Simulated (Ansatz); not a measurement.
`FC1(Br)O[SiH2]1` + HCl → `FC1(Cl)O[SiH2]1` + HBr at 298.15 K and 1 bar (substitution at a C–Br bond).

Isolated molecules relaxed with PBE0-D4/def2-TZVP in Ansatz; ΔE leaves out vibrations. CCSD(T)/CBS adds triple-zeta CCSD(T) − MP2 to the extrapolated MP2 energy (def2 sets, frozen cores). This one scheme is used for every species. For Br outer-core shells are correlated without core-valence functions, which leaves a few kJ/mol of doubt a bond. Scalar relativity is left out up to krypton.

```tsv
species	CCSD(T)/CBS energy (Eh)	H − E (kJ/mol)	S (J/(mol·K))
`FC1(Br)O[SiH2]1`	-3076.58137	94.7	325.6
HCl	-460.38127	26.6	186.8
`FC1(Cl)O[SiH2]1`	-963.04229	95.6	313.3
HBr	-2573.91920	24.6	198.6
```

H − E and S are ideal-gas, rigid-rotor, harmonic terms from PBE0-D4/def2-TZVP, for one conformer and one mirror image of each species. 1 Eh = 2625.50 kJ/mol, R = 8.31446 J/(mol·K).

Task: By hand: ΔE, ΔH, ΔS and ΔG.

Result: ΔE = (-963.04229) + (-2573.91920) − (-3076.58137) − (-460.38127) = 0.00115 Eh = 3.0 kJ/mol. Δ(H − E) = 95.6 + 24.6 − 94.7 − 26.6 = -1.1, so ΔH = 1.9 kJ/mol. ΔS = 313.3 + 198.6 − 325.6 − 186.8 = -0.5 J/(mol·K). ΔG = 1.9 − 298.15 × (-0.5)/1000 = 2.0 kJ/mol.

Task: By hand: the equilibrium constant, and the temperature at which ΔG would vanish if ΔH and ΔS stayed fixed.

Result: log₁₀ K = −ΔG/(RT ln 10) = -0.4. ΔH and −TΔS have one sign here, so there is no such temperature. One of them is within its doubt of zero, so this could turn.

The number of gas molecules stays the same, so ΔS is small and ΔH decides. The sign of ΔG lies within the doubt. A doubt of 5 kJ/mol in ΔE shifts log₁₀ K by 0.9 here. Other conformers and mirror images would add mixing entropy, several J/(mol·K) or more a flexible species. These are equilibria of isolated gas molecules and say nothing of rates. Largest T1 diagnostic: 0.014 (customary marks: 0.02 for closed shells, 0.045 for open ones).
